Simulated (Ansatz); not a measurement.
Isolated molecules relaxed with PBE0-D4/def2-TZVP in Ansatz; ΔE leaves out vibrations. CBS: MP2 limit from def2 TZ/QZ plus the TZ coupled-cluster correction, frozen cores. Functionals use def2-TZVPP. One conformer a species, not always the lowest.

Consider the formal exchange of groups at the Si–C bond: `BO[SiH](C)F` + `C=COC=C` → `BO[SiH](F)C=C` + `C=COC`.

```tsv
species	PBE0-D4 energy (Eh)
`BO[SiH](C)F`	-531.01331
`C=COC=C`	-231.01991
`BO[SiH](F)C=C`	-569.05407
`C=COC`	-192.96805
```

Work out ΔE.

ΔE = (-569.05407) + (-192.96805) − (-531.01331) − (-231.01991) = 0.01110 Eh = +29.1 kJ/mol. CCSD(T)/CBS gives +22.9 kJ/mol.

Largest T1 diagnostic among the species: 0.013.

In def2-TZVPP, CCSD(T) changes the Hartree–Fock value by +4.3 kJ/mol (the triples alone add +0.7 kJ/mol) and MP2 by +5.7 kJ/mol.
